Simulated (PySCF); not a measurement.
# How methods differ on the excitation energy of Ru

Ru [Kr] 4d7 5s1 (5F) → Ru [Kr] 4d6 5s2 (5D), as a difference of total energies. Calculation: PySCF 2.14, in aug-cc-pwCVDZ-PP with ECP28MDF (6s6p5d3f, 70 functions); a scalar-relativistic core potential. Correlated levels: valence and next inner shell: nothing frozen outside the core potential. The calculations carry no spin-orbit coupling.

| method | excitation energy (eV) |
| --- | --- |
| UHF | 0.660 |
| MP2 (valence and next inner shell) | 0.575 |
| SCS-MP2 (valence and next inner shell) | 0.514 |
| CCSD (valence and next inner shell) | 0.530 |
| CCSD(T) (valence and next inner shell) | 0.507 |

Problem. How much does correlation contribute at CCSD(T) (valence and next inner shell)?

Solution. 0.507 − (0.660) = -0.153 eV, measured against UHF.

Errors of the correlated levels include the incompleteness of this basis.

For comparison: 0.867 eV (measured; NIST levels, between the centres of gravity of the two terms).
